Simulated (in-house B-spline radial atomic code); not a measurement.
Ionising Pt⁺ with different functionals

Computed with a radial B-spline atomic code at the basis-set limit: four-component Dirac-Coulomb Hamiltonian, Fermi nucleus of rms radius 5.427 fm, spin-restricted, spherical fractional occupations for the functionals. The ionisation energy is the difference of two self-consistent energies, [Xe] 4f14 5d9 → [Xe] 4f14 5d8, without Breit or QED terms; ε is the level of the shell that loses the electron (mean over j). The electron is taken from both j subshells in proportion to 2j + 1, so the result is a j average, not the step between ground levels.

Hybrids are left out here: with spherical fractional occupations of an open shell their exact exchange keeps a self-interaction that integer-occupation calculations don't have.

```csv
method,rung,ΔSCF (eV),-ε(5d) (eV)
LDA VWN5,LDA,20.28,14.62
relativistic LDA,LDA,?,?
LDA PW92,LDA,20.28,14.62
LDA exchange-only,LDA,18.86,13.27
PBE,GGA,19.98,14.33
PBEsol,GGA,20.01,14.36
BLYP,GGA,19.89,14.25
RPBE,GGA,19.89,14.24
PW91,GGA,20.06,14.40
BP86,GGA,?,?
AM05,GGA,20.00,14.33
OLYP,GGA,19.93,14.23
```

Question: What does BP86 give?

Answer: ΔSCF 20.11 eV, and -ε(5d) = 14.46 eV.

Question: What does relativistic LDA give?

Answer: ΔSCF 20.29 eV, and -ε(5d) = 14.63 eV.

Question: How do they compare with the NIST value?

Answer: NIST lists 18.6 eV ± 0.12 (measured, ground level to ground level). Errors run from +0.30 to +1.73 eV. The correlated functionals all miss on the same side by more than they spread, so the cause is common to them (Breit-QED terms, spin polarisation, the choice among j levels, multiplet and fine-structure energies, or a listed next ion that isn't the cheapest removal here) and closeness doesn't rank the functionals.
